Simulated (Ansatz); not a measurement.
cis-PtH2(AsH3)2 (As₂PtH₈). The state is a singlet with charge 0. Geometry PBE0-D4/def2-SVP.

```csv
atom,x (Å),y (Å),z (Å)
Pt1,0.823,-0.758,-0.129
H2,1.776,-1.340,-1.255
H3,1.662,-1.800,0.724
As4,-0.403,-0.163,1.892
H5,-1.524,0.860,1.964
H6,0.389,0.369,3.067
H7,-1.125,-1.261,2.641
As8,-0.190,0.695,-1.803
H9,-0.784,0.056,-3.038
H10,0.708,1.679,-2.520
H11,-1.332,1.663,-1.543
```

In the def2 sets Pt takes a core potential; there is no spin–orbit coupling. HSE06 is defined as in plane-wave codes, on full-range PBE exchange.

(1) Estimate the orbital energies around the gap (eV) in Ansatz with PBE-D4/def2-SVP, r2SCAN-D4/def2-TZVP, B97M-V/def2-TZVP, HSE06-D4/def2-TZVP, CAM-B3LYP-D4/def2-TZVP.

Answers

(1) 
```
orbital  PBE-D4/def2-SVP  r2SCAN-D4/def2-TZVP  B97M-V/def2-TZVP  HSE06-D4/def2-TZVP  CAM-B3LYP-D4/def2-TZVP
HOMO−13           -16.67               -17.35            -17.31              -18.27                  -20.51
HOMO−12           -16.51               -17.19            -17.16              -18.10                  -20.32
HOMO−11           -10.21               -10.60            -10.50              -11.19                  -13.05
HOMO−10            -9.90               -10.34            -10.37              -10.94                  -12.79
 HOMO−9            -9.74               -10.19            -10.24              -10.76                  -12.60
 HOMO−8            -9.72               -10.17            -10.21              -10.75                  -12.58
 HOMO−7            -9.70               -10.05            -10.09              -10.63                  -12.45
 HOMO−6            -9.56                -9.95             -9.95              -10.53                  -12.29
 HOMO−5            -7.19                -7.49             -7.53               -8.06                   -9.78
 HOMO−4            -6.90                -7.23             -7.27               -7.64                   -9.28
 HOMO−3            -6.28                -6.53             -6.58               -7.07                   -8.73
 HOMO−2            -5.93                -6.14             -6.18               -6.87                   -8.61
 HOMO−1            -5.92                -6.12             -6.15               -6.86                   -8.59
   HOMO            -5.14                -5.34             -5.29               -5.91                   -7.62
   LUMO            -1.32                -1.27             -1.41               -1.07                    0.21
 LUMO+1            -0.98                -0.84             -0.98               -0.60                    0.70
 LUMO+2            -0.61                -0.35             -0.70               -0.32                    0.89
 LUMO+3             0.13                 0.30              0.09                0.46                    1.84
 LUMO+4             0.15                 0.33              0.09                0.49                    1.86
 LUMO+5             0.18                 0.34              0.14                0.55                    1.99
```
